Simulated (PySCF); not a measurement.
C8H9N.
Atom-mapped SMILES: `[CH2:1]=[C:2]1[CH2:3][C@H:4]([CH2:5][C:6]#[N:7])[C:8]1=[CH2:9]` (hydrogens: H10, H11 on C1; H12, H13 on C3; H14 on C4; H15, H16 on C5; H17, H18 on C9)

Vertical excitations from PySCF (density fitting, frozen core in the response, grid level 2 and gas phase unless stated; continuum runs use non-equilibrium linear response for the excitations) on a GFN2-xTB geometry. Reference run:

```csv
settings,"S1, eV (f)","S2, eV (f)","S3, eV (f)","S4, eV (f)","S5, eV (f)","S6, eV (f)","T1, eV (Tamm–Dancoff)",mean α (au)
"PBE0/def2-SVPD, full TDDFT, 6 singlets",5.20 (0.271),6.29 (0.008),6.42 (0.003),6.59 (0.005),6.73 (0.050),6.80 (0.024),2.90,96.7
```

**Question.** What do these settings give: LC-wPBE/def2-SVPD, IEF-PCM tetrahydrofuran, full TDDFT, 3 singlets?

**Answer.** 
| settings | S1, eV (f) | S2, eV (f) | S3, eV (f) | S4, eV (f) | S5, eV (f) | S6, eV (f) | T1, eV (Tamm–Dancoff) | mean α (au) |
| --- | --- | --- | --- | --- | --- | --- | --- | --- |
| LC-wPBE/def2-SVPD, IEF-PCM tetrahydrofuran, full TDDFT, 3 singlets | 5.39 (0.381) | 6.71 (0.004) | 7.01 (0.002) | – | – | – | – | 120.6 |

S1 moves by +0.19 eV; functional and environment change together, so the shift can't be laid on one. States are counted by energy in each run and needn't keep their character from row to row.

**Question.** Which orbital pairs make up S1 in each run, and how does it sit against the orbital gap?

**Answer.** 
```json
{"settings": "PBE0/def2-SVPD, full TDDFT, 6 singlets", "S1 configurations (weight)": "H→L 0.98", "S1 (eV)": "5.20", "orbital gap (eV)": "5.51", "S1 − gap (eV)": "-0.31"}
{"settings": "LC-wPBE/def2-SVPD, IEF-PCM tetrahydrofuran, full TDDFT, 3 singlets", "S1 configurations (weight)": "H→L 0.97", "S1 (eV)": "5.39", "orbital gap (eV)": "10.29", "S1 − gap (eV)": "-4.90"}
```

The species at its GFN2-xTB geometry (one conformer only).

Shape of the structure used: `[CH2:1]=[C:2]1[CH2:3][C@H:4]([CH2:5][C:6]#[N:7])[C:8]1=[CH2:9]`: C3–C4–C5–C6 -175°.
